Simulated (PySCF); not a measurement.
# Basis and Hamiltonian dependence of the excitation energy of Zn

Zn [Ar] 3d10 4s2 (1S) → Zn [Ar] 3d10 4s1 4p1 (3P). All values are computed (PySCF 2.14, energy differences of UHF-based or UKS calculations, no spin-orbit coupling). Values in eV.

```
                                                            basis       Hamiltonian  functions    UHF    PBE   PBE0  MP2 (valence)  CCSD(T) (valence)  CCSD(T) (valence and next inner shell)
                                     aug-cc-pVDZ-PP with ECP10MDF               ECP         54  2.744  4.257  3.952          3.824              3.959                                     n/a
                                                   aug-cc-pVDZ-DK     spin-free X2C         59  2.723  4.246  3.935          3.870              3.996                                     n/a
                                                     x2c-TZVPPall     spin-free X2C         64  3.263  4.733  4.410          4.262              4.426                                   4.461
x2c-TZVPPall with one added diffuse shell each of s, p, d, f type     spin-free X2C         80  2.728  4.253  3.940          3.894              4.013                                   4.043
                                     aug-cc-pVTZ-PP with ECP10MDF               ECP         88  2.719  4.233  3.924          3.889              4.009                                     n/a
                                                   aug-cc-pVTZ-DK     spin-free X2C         93  2.720  4.245  3.933          3.897              4.017                                     n/a
                                                      def2-QZVPPD  non-relativistic        100  2.562  4.035  3.734          3.715              3.833                                     n/a
                                                       dyall-av2z  non-relativistic        101  2.585  4.050  3.752          3.631              3.790                                     n/a
                                                     x2c-QZVPPall     spin-free X2C        108  2.720  4.242  3.930          3.914                n/a                                     n/a
                                   aug-cc-pwCVTZ-PP with ECP10MDF               ECP        122  2.716  4.230  3.921          3.893                n/a                                     n/a
                                                 aug-cc-pwCVTZ-DK     spin-free X2C        127  2.720  4.244  3.931          3.904                n/a                                     n/a
                                     aug-cc-pVQZ-PP with ECP10MDF               ECP        135  2.715  4.232  3.921          3.919                n/a                                     n/a
                                                   aug-cc-pVQZ-DK     spin-free X2C        140  2.716  4.242  3.929          3.924                n/a                                     n/a
```

Question: Estimate the row for aug-cc-pwCVDZ-PP with ECP10MDF (ECP, 70 functions).

Answer: From the rows with the same Hamiltonian and similar size; the calculation gives UHF 2.73; PBE 4.24; PBE0 3.93; MP2 (valence) 3.82; CCSD(T) (valence) 3.95; CCSD(T) (valence and next inner shell) 3.98 (eV).

Frozen in the all-electron rows: valence: [Ar]; valence and next inner shell: [Ne]; with a core potential, the same shells as far as they lie outside it.

At UHF, x2c-TZVPPall lies more than 0.3 eV from the median of the rows with comparable relativity. Of these, x2c-TZVPPall has no diffuse functions of the l that the added or promoted electron needs.

Non-relativistic rows lack the scalar-relativistic shift.

Reference for a calculation without spin-orbit coupling: 4.054 eV (measured, between term centres; NIST).
